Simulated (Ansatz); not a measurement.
Reactions of ClFH3OScSi (`[F][Sc]([Cl])[O][SiH3]`).

Isolated molecules relaxed with PBE0-D4/def2-TZVP in Ansatz; ΔE leaves out vibrations. CBS: MP2 limit from def2 TZ/QZ plus the TZ coupled-cluster correction, frozen cores. This one scheme is used for every species. DFT in def2-TZVPP. For Ge, Sc outer-core shells are correlated without core-valence functions, which leaves a few kJ/mol of doubt a bond. Scalar relativity is left out up to krypton. Each species was taken in one conformer, which may not be the lowest.

| reaction | PBE-D4 (kJ/mol) | ωB97M-V (kJ/mol) | ωB97X-V (kJ/mol) | MP2/CBS(def2) (kJ/mol) |
| --- | --- | --- | --- | --- |
| `[F][Sc]([Cl])[O][SiH3]` + `F[SiH2]N[SiH3]` → `F[SiH2]N([SiH3])[SiH3]` + `[OH][Sc]([F])[Cl]` | 49 | 52 | 54 | 55 |
| `[F][Sc]([Cl])[O][SiH3]` + `C=C=C(N)F` → `C=C=C(F)N[SiH3]` + `[OH][Sc]([F])[Cl]` | 52 | 55 | 57 | 57 |
| `[F][Sc]([Cl])[O][SiH3]` + `[OH][GeH]([OH])[Cl]` → `[OH][Ge]([OH])([SiH3])[Cl]` + `[OH][Sc]([F])[Cl]` | 64 | 86 | 85 | 93 |
| `[F][Sc]([Cl])[O][SiH3]` + `C=C[SiH2]O` → `C=C[SiH2]O[SiH3]` + `[OH][Sc]([F])[Cl]` | 4 | 1 | 1 | 4 |
| `[F][Sc]([Cl])[O][SiH3]` + `OC1[SiH2]S1` → `[SiH3]OC1[SiH2]S1` + `[OH][Sc]([F])[Cl]` | 26 | 26 | 26 | 28 |
| `[F][Sc]([Cl])[O][SiH3]` + `O[SiH](F)[SiH3]` → `F[SiH]([SiH3])O[SiH3]` + `[OH][Sc]([F])[Cl]` | 6 | 4 | 4 | 7 |

(1) Give the CCSD(T)/CBS values in the same order. (An estimate is asked.)

Largest T1 diagnostic: 0.016, for `[OH][Sc]([F])[Cl]`.

## Answers

(1) Ansatz gave: 57, 60, 89, 5, 30, 8 kJ/mol.
